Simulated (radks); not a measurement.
All-electron atom: Tc V in [Kr] 4d3 (the NIST ground configuration). All-electron calculation, non-relativistic Kohn-Sham, PBEsol, spin-polarised, spherical densities, point nucleus; open shells are filled with parallel spins first (spin-orbit coupling, left out, can overturn this in heavy ions); relativity is left out, which matters for an element this heavy. Program: a radial shooting solver on a logarithmic mesh with Libxc functionals.

Normalised radial functions P(r) = r R(r), r in bohr:

r,3d up
0.00117,0.0000
0.001745,0.0000
0.002582,0.0000
0.003852,0.0001
0.005701,0.0003
0.008505,0.0010
0.01259,0.0031
0.01878,0.0096
0.02779,0.0274
0.04146,0.0758
0.06135,0.1898
0.09153,0.4330
0.1355,0.8349
0.2021,1.3262
0.2991,1.6016
0.4461,1.3738
0.6603,0.7675
0.985,0.2382
1.458,0.0348
2.175,0.0016
3.218,0.0000
4.801,0.0000

3d up: eigenvalue -301.39 eV, 0 radial nodes, <r> = 0.398 bohr, 90 % of the charge inside 0.634 bohr.
